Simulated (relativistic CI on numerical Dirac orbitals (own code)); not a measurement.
**How well does a small relativistic CI reproduce Pb I?**

Calculated at this level of theory: Dirac-Coulomb-Breit CI, separate exchange-only KLI orbitals for each configuration, model QED (radiative potential, 1s self-energy scaled to tabulated hydrogen-like ionisation energies), valence Slater integrals scaled by 0.85, P86 correlation energy added to each configuration (own radial code, finite nucleus).

Configuration list (outside the closed core [Xe] 4f14 5d10): 6s²6p², 6s²6p7s, 6s²6p7p, 6s²6p6d, 6s²6p8s, 6s²6p7d, 6s6p³, 6s²6p8p, 6s²6p5f, 6s²6d², 6s²6p8d, 6s²6p6f, 6s²6p5g, 6s²6p7f, 6s²6p8f. Levels of other configurations are missing.

```
Configuration  Term (tabulated)  J  Measured (cm⁻¹)  Computed  Error  Purity (%)
       6s²6p²         (1/2,1/2)  0              0.0         0      0          86
       6s²6p²         (1/2,3/2)  1           7819.3      7479   -340         100
       6s²6p²         (1/2,3/2)  2          10650.3     10791    141          59
       6s²6p²         (3/2,3/2)  2          21457.8     22120    662          59
       6s²6p²         (3/2,3/2)  0          29466.8     30484   1018          84
      6s²6p7s        (1/2,1/2)°  0          34959.9     35420    460         100
      6s²6p7s        (1/2,1/2)°  1          35287.2     35781    493          71
      6s²6p7p         (1/2,1/2)  0          44400.9     44529    128          72
      6s²6p6d           2[3/2]°  1          46068.4     46445    376          49
      6s²6p6d           2[5/2]°  3          46328.7     46688    359          49
      6s²6p7s        (3/2,1/2)°  2          48188.6     49224   1035          98
      6s²6p8s        (1/2,1/2)°  1          48686.9     49366    679          61
      6s²6p7s        (3/2,1/2)°  1          49439.6     50708   1268          52
      6s²6p7d           2[5/2]°  2          52101.7     52662    560          36
      6s²6p7d         2[3/2]° †  2          52311.3     52909    598          75
      6s²6p7d           2[5/2]°  3          52412.3     53242    829          46
      6s²6p7d         2[3/2]° †  1          52499.6     53413    913          49
```

Measured levels from NIST Handbook of Basic Atomic Spectroscopic Data (Sansonetti and Martin, J. Phys. Chem. Ref. Data 34, 1559 (2005)); pairs were made by configuration, J and term (by order where the table uses no LS term), so strongly mixed levels may be paired wrongly.

Mean error by configuration (cm⁻¹): 6s²6p² 370; 6s²6p7s 814; 6s²6p7p 128; 6s²6p6d 368; 6s²6p8s 679; 6s²6p7d 695. Over the excited levels the mean absolute error is 596 cm⁻¹ (16 of the 21 excited levels that our extract of the source holds in range could be paired, and the others can miss by more), and the median relative error of those above 1,000 cm⁻¹ is 1.4 %. † marks terms whose computed intervals miss the measured ones by more than a factor of 2.5, or configurations far off the rest, from wrong mixing, a near crossing or a doubtful label or measurement; they are left out of the means.

Transition probabilities of persistent lines. The last column rescales the computed rate by the cube of measured over computed energy:

```csv
λ measured (Å),Lower,Upper,A tabulated (s⁻¹),A computed,A rescaled
2022.02 air,"6s²6p² (1/2,1/2)0","6s²6p7s (3/2,1/2)°1",5.90e+06,1.49e+06,1.38e+06
2053.28 air,"6s²6p² (1/2,1/2)0","6s²6p8s (1/2,1/2)°1",1.02e+07,3.12e+07,2.99e+07
2170.01 air,"6s²6p² (1/2,1/2)0",6s²6p6d ²[3/2]°1,1.50e+08,2.40e+08,2.34e+08
2801.99 air,"6s²6p² (1/2,3/2)2",6s²6p6d ²[5/2]°3,1.60e+08,1.81e+08,1.78e+08
2833.05 air,"6s²6p² (1/2,1/2)0","6s²6p7s (1/2,1/2)°1",5.80e+07,7.14e+07,6.85e+07
3639.57 air,"6s²6p² (1/2,3/2)1","6s²6p7s (1/2,1/2)°1",3.40e+07,3.57e+07,3.27e+07
3683.46 air,"6s²6p² (1/2,3/2)1","6s²6p7s (1/2,1/2)°0",1.50e+08,1.91e+08,1.75e+08
3739.93 air,"6s²6p² (3/2,3/2)2","6s²6p7s (3/2,1/2)°2",7.30e+07,5.92e+07,5.68e+07
4057.81 air,"6s²6p² (1/2,3/2)2","6s²6p7s (1/2,1/2)°1",8.90e+07,1.13e+08,1.09e+08
4062.14 air,"6s²6p² (3/2,3/2)2",6s²6p6d ²[3/2]°1,9.20e+07,7.14e+06,7.39e+06
```
